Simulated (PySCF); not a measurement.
**Ca (calcium, neutral) across methods**

[Ar] 4s2, closed-shell 1S. All numbers are calculated (PySCF 2.14, the spin-free X2C one-electron Hamiltonian (Gaussian nucleus), in aug-cc-pwCVQZ-X2C).

| method | E (hartree) | mean ε 3s (eV) | mean ε 3p (eV) | mean ε 4s (eV) | Σ⟨r²⟩ (bohr²) | ⟨S²⟩ |
| --- | --- | --- | --- | --- | --- | --- |
| LDA | -678.603 | -46.826 | -27.990 | -3.863 | 52.05 | 0.000 |
| r2SCAN | -680.414 | -48.912 | -28.942 | -3.832 | 53.63 | 0.000 |
| UHF | -679.63681 | -61.544 | -36.433 | -5.341 | 56.21 | 0.000 |
| PBE0 | -680.286 | -50.974 | -30.375 | -4.332 | 53.08 | 0.000 |

(1) Estimate the same row for PBE.

Answers

(1) E (hartree) = -680.247; mean ε 3s (eV) = -47.078; mean ε 3p (eV) = -28.004; mean ε 4s (eV) = -3.766; Σ⟨r²⟩ (bohr²) = 52.79; ⟨S²⟩ = 0.000.
